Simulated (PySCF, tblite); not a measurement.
Isomers of CH4Cl3N2Si2 (doublet state), one GFN2-xTB conformer each. Single-point energies are computed at B3LYP/pcH-1 (PySCF, gas phase, no added dispersion term), electronic only. GFN2-xTB treats the open shell by occupation alone, and not every SCF solution was tested for stability.

Problem. Rank them by B3LYP/pcH-1 energy, lowest first (kJ/mol).
A. `ClC(Cl)(Cl)[Si]1N[SiH2]N1` [radical]
B. `N1[SiH]N[SiH]1C(Cl)(Cl)Cl` [radical]

Solution. B (0.0), A (3.9).

Neighbours under 21 kJ/mol apart (ClC(Cl)(Cl)[SiH]1N[SiH]N1 and ClC(Cl)(Cl)[Si]1N[SiH2]N1) can change places with a better method, another conformer or zero-point energy. GFN2-xTB itself gives, in the same order: 1.1, 0.0. GFN2-xTB puts ClC(Cl)(Cl)[Si]1N[SiH2]N1 lowest instead.

Problem. What happens when harmonic zero-point energies from GFN2-xTB frequencies are added?

Solution. 
| SMILES | ZPE (kJ/mol) | electronic (kJ/mol) | with ZPE (kJ/mol) |
| --- | --- | --- | --- |
| ClC(Cl)(Cl)[SiH]1N[SiH]N1 | 145.4 | 0.0 | 0.0 |
| ClC(Cl)(Cl)[Si]1N[SiH2]N1 | 145.3 | 3.9 | 3.8 |

The zero-point energies span 0.1 kJ/mol. The order is unchanged.
